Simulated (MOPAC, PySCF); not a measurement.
C$_{2}$H$_{6}$FGa, SMILES `[CH3][Ga]([CH3])[F]`, neutral singlet in the gas phase. 

Z-matrix (Å, degrees):
```
Ga
F 1 1.7857
C 1 1.9672 2 112.82
H 3 1.0889 1 110.05 2 14.73
H 3 1.0908 4 109.51 1 -122.40
H 3 1.0922 4 108.62 5 -117.41
C 1 1.9673 2 112.85 4 174.23
H 7 1.0888 1 110.06 2 12.54
H 7 1.0909 8 109.47 1 -122.25
H 7 1.0921 8 108.70 9 -117.40
```
Charge 0, spin multiplicity 1.

All levels are single points at this geometry (B3LYP-D3(BJ)/def2-TZVP); Pople sets use spherical d functions. Orbital energies aren't observables, and empty levels follow the basis.

M06-2X/6-31G* in PySCF gives dipole (D) = 2.78.

**Question.** Estimate the dipole (D) from each of these levels: B3LYP-D3(BJ)/def2-TZVP in PySCF; PBE-D3(BJ)/def2-TZVP in PySCF; B3LYP/6-311+G** (LANL2DZ on Ga) in PySCF; AM1 in MOPAC; PM3 in MOPAC.

**Answer.** 
```tsv
level	dipole (D)
B3LYP-D3(BJ)/def2-TZVP in PySCF	2.87
PBE-D3(BJ)/def2-TZVP in PySCF	2.75
B3LYP/6-311+G** (LANL2DZ on Ga) in PySCF	3.24
AM1 in MOPAC	2.99
PM3 in MOPAC	3.28
```
